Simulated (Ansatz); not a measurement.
Stretching the Sb1–H2 bond in ClH2Sb (SMILES [Cl][SbH2]) (multiplicity 1 held, fragments rigid). Energies count from the point at 1.719 Å.
Geometry at that point (charge 0, multiplicity 1):
```
atom    x (Å)    y (Å)    z (Å)
----  -------  -------  -------
Sb    -0.3356  -0.3430   0.3187
H     -0.0005  -1.7012  -0.6794
H     -1.7192   0.0248  -0.6320
Cl     1.1081   1.1276  -0.8788
```

Restricted levels (R-, RO-) in cc, def2 and unpolarised 6-31G sets keep to the state of the molecule at rest. Unrestricted levels (U-) break spin symmetry where that is lower. Active spaces are followed from a long bond inwards. Levels need not reach the same state.

Frozen-core correlation. Filled d and f shells under p-block atoms count as core.

The values were computed with Ansatz (Gaussian basis) for Hartree–Fock, density functionals and correlated methods. Values without a source in brackets are computed. In def2 rows elements past Kr take small-core potentials, without spin–orbit coupling.

Energies in kcal/mol.

```csv
R (Å),R-wB97X-V/def2-TZVPP,U-CCSD/def2-TZVPP,"SC-NEVPT2 on CASSCF(2,2)/def2-TZVPP","FIC-MRCISD on CASSCF(2,2)/def2-TZVPP","FIC-MRCISD+Q on CASSCF(2,2)/def2-TZVPP"
1.375,30.0,32.0,33.0,32.0,32.0
1.547,[?],5.9,6.5,6.0,5.9
1.719,0.0,0.0,0.0,0.0,0.0
1.890,4.7,4.0,3.3,3.9,3.9
2.062,14.0,12.6,11.1,12.1,12.2
2.320,31.2,28.5,25.0,26.6,26.8
2.578,48.6,43.7,37.6,39.8,40.2
3.007,74.1,59.6,52.2,55.0,55.5
3.437,94.1,64.7,59.2,62.1,62.9
3.953,111.8,66.1,62.1,65.1,66.0
4.640,[?],66.4,63.0,66.0,66.9
5.499,[?],66.5,63.2,66.2,67.1
```

Question: What belongs in the gaps?

Answer: 
- 1.547, R-wB97X-V/def2-TZVPP: 5.2
- 5.499, R-wB97X-V/def2-TZVPP: 139.3
- 4.640, R-wB97X-V/def2-TZVPP: 127.6

Doubts at one or more of the structures used: a restricted determinant that unrestricted orbitals would lower (R-wB97X-V/def2-TZVPP); a spin-contaminated determinant (U-CCSD/def2-TZVPP); T1 above 0.05 (U-CCSD/def2-TZVPP).

Ansatz is a quantum-chemistry and plane-wave program.
